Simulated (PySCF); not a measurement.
Input of a run (PBE0-D3(BJ)/def2-SVP geometry optimisation, gas phase (PySCF 2.14.0)), started from a GFN2-xTB structure with every atom displaced at random (by about 0.01 Å):
```
{"job": {"xc": "PBE0", "basis": "def2-SVP", "d3": "d3bj", "grid": 1, "shake": 0.01, "kind": "geom"}, "charge": 0, "multiplicity": 1}
B      3.221400     0.333550     0.842700
C      1.860580    -0.043300     0.288100
C      0.742590    -0.347960    -0.151650
Ga    -0.914210    -0.920930    -0.888990
N     -2.232790     0.482630     0.106220
H      4.165690    -0.174160     0.458220
H      3.275250     1.206820     1.643670
H     -1.231580    -0.534280    -2.356280
H     -1.545150    -2.230860    -0.313820
H     -2.138160     0.380420     1.136800
H     -3.223750     0.379580    -0.114320
H     -1.940180     1.440210    -0.115550
```

Output (energies in Eh, forces in Eh/bohr):
```
step   0  E = -2084.00711703  max force = 0.042008
step   1  E = -2084.01175732  max force = 0.004801
step   2  E = -2084.01192329  max force = 0.002501
step   3  E = -2084.01198488  max force = 0.000721
step   4  E = -2084.01200090  max force = 0.000371
step   5  E = -2084.01200694  max force = 0.000368
optimisation converged
```

**Question.** Summarise the run.

**Answer.** The energy falls by 0.133 eV over 6 energy and gradient evaluations, the largest force component goes from 0.0420 to 3.7e-04 Eh/bohr, and the atoms move by 0.105 Å rms after alignment. The bond that changes most is B1–H6 (three-coordinate boron to B–H hydrogen), which lengthens by 0.070 Å. Bonds longer at the end by more than 0.005 Å: 5 of 11; shorter: 4. Among the angles that change most is H8–Ga4–H9, from 118.3° to 122.2°. The energy never rose by more than 1e-6 Eh on the way. The first step brought 95 % of the lowering.

**Question.** What are the final bond lengths?

**Answer.** B1–C2 1.498 Å, C2≡C3 1.236 Å, C3–Ga4 1.954 Å, Ga4–N5 2.133 Å, B1–H6 1.209 Å, B1–H7 1.210 Å, Ga4–H8 1.572 Å, Ga4–H9 1.572 Å, N5–H10 1.020 Å, N5–H11 1.020 Å, N5–H12 1.020 Å. Numbering counts from 1 in the input's order; the species is `[NH3+][GaH2-][C]#CB`.

The run used 123 basis functions and 38 SCF cycles in all. The run took 39 s of wall time on Arm Neoverse V1, one thread, no GPU, on a shared host, and the process peaked at 0.46 GiB of memory.

Stationary, but not proved a minimum.
